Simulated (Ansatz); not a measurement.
Input file for Ansatz (a program for electronic structure): R-CCSD(T)/aug-cc-pV(D+d)Z on HCl (SMILES Cl) with ghost functions, monomers drawn apart or pushed together. Files ending in .json are basis or fitting sets from the Basis Set Exchange.

Ansatz 0.2 input:
```yaml
crystal:
  periodic: [false, false, false]
  atoms:
    - {symbol: Cl, position_ang: [0.01282134, -0.03239786, 0.03733617]}
    - {symbol: H, position_ang: [-0.19402294, 0.39193643, -1.15764732]}
basis:
  gaussian:
    orbitals: aug-cc-pV_D+d_Z.json
    ghost_atoms:
      - {symbol: C, position_ang: [-0.10603693, 0.50417775, 6.03685074]}
      - {symbol: N, position_ang: [0.44351424, -0.76451535, 5.56231283]}
      - {symbol: H, position_ang: [-1.12389628, 0.61567302, 5.66054848]}
      - {symbol: H, position_ang: [0.48054593, 1.32510908, 5.62203401]}
      - {symbol: H, position_ang: [-0.13121091, 0.62047745, 7.12887582]}
      - {symbol: H, position_ang: [-0.09280898, -1.54795652, 5.91411739]}
      - {symbol: H, position_ang: [1.39777169, -0.88827083, 5.87729681]}
magnetization: {spin_polarized: false}
correlation: {method: ccsd_t, electrons: outside_noble_gas}
scf: {lower_state_search: off}
```

The log:

```
WARN ansatz: RAYON_NUM_THREADS=1 ignored (pool sized by the plan → 1); use --threads N
Functional definition: HF
these checks for a lower state are left out or cut short: stability, starts, cluster_reference, orbital_swaps, neighbouring_geometries, increment
integrals: 0.23 GiB planned
1062 factors; integrals over basis functions are off by at most 1.0e-3 eV
mean field: 0.24 GiB planned
mean field evaluation 1: about -12519.4130 eV, gradient 1.0e1 eV
mean field evaluation 2: about -12519.4132 eV, gradient 1.0e1 eV
mean field evaluation 4: about -12519.8067 eV, gradient 1.1e0 eV
mean field evaluation 8: about -12519.8139 eV, gradient 1.5e-5 eV
mean field -12519.81392512 eV, -460.0946755136 hartree, gradient 6.8e-7 eV, S^2 0.000000; 0 other end points of the search recorded, 0 dependent functions left out
5 core orbitals not correlated
reference -12519.81392512 eV, -460.0946755136 hartree; 4, 4 occupied and 123, 123 virtual orbitals, 1062 factors
second order -4.42465855 eV of doubles, -0.00000000 eV of singles
coupled cluster: 0.65 GiB planned
cycle   1  -4.80290428 eV  change   -3.8e-1 eV  update   3.8e-2
cycle   2  -4.90749618 eV  change   -1.0e-1 eV  update   1.2e-2
cycle   3  -4.91577761 eV  change   -8.3e-3 eV  update   2.8e-3
cycle   4  -4.91555510 eV  change    2.2e-4 eV  update   6.3e-4
cycle   5  -4.91533048 eV  change    2.2e-4 eV  update   1.3e-4
cycle   6  -4.91531600 eV  change    1.4e-5 eV  update   3.3e-5
cycle   7  -4.91532001 eV  change   -4.0e-6 eV  update   1.0e-5
cycle   8  -4.91532040 eV  change   -3.9e-7 eV  update   3.0e-6
perturbative correction -0.12063727 eV, -0.0044333380 hartree
Total energy: -12524.84988279 eV, -460.2797435445 hartree
Checks for a lower state left out: stability, starts, cluster_reference, orbital_swaps, neighbouring_geometries, increment
```

The calculation finished and met its thresholds.

Cost: very roughly 11 core-seconds.
